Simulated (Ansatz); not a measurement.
A run of Ansatz (development build ahead of 0.2.0) on singlet AgH at this shape:

```yaml
atoms:
  - { symbol: Ag, position_ang: [0.0409, -0.0064, -0.0383] }
  - { symbol: H, position_ang: [-0.0279, 0.0320, 1.3504] }
```

Its results:

| Quantity | Value |
| --- | --- |
| Converged | yes |
| Total energy | -146.59950 hartree |
| Spin squared of the determinant | 0.000 |

(1) Which input gives this output? Name the method, the orbitals and the basis set, and write the input.

## Answers

(1) RHF in def2-SVP. The basis set brings a core potential for Ag, so the total leaves out those core electrons. An unrestricted run that stays on the closed shell gives the same numbers.

```yaml
crystal:
  periodic: [false, false, false]
  atoms:
    - { symbol: Ag, position_ang: [0.04091, -0.00644, -0.03828] }
    - { symbol: H, position_ang: [-0.02794, 0.03201, 1.35039] }
basis:
  gaussian: { orbitals: def2-SVP }
hamiltonian:
  xc: hf
```

Caution: no unrestricted run beside it, a lower state can exist.
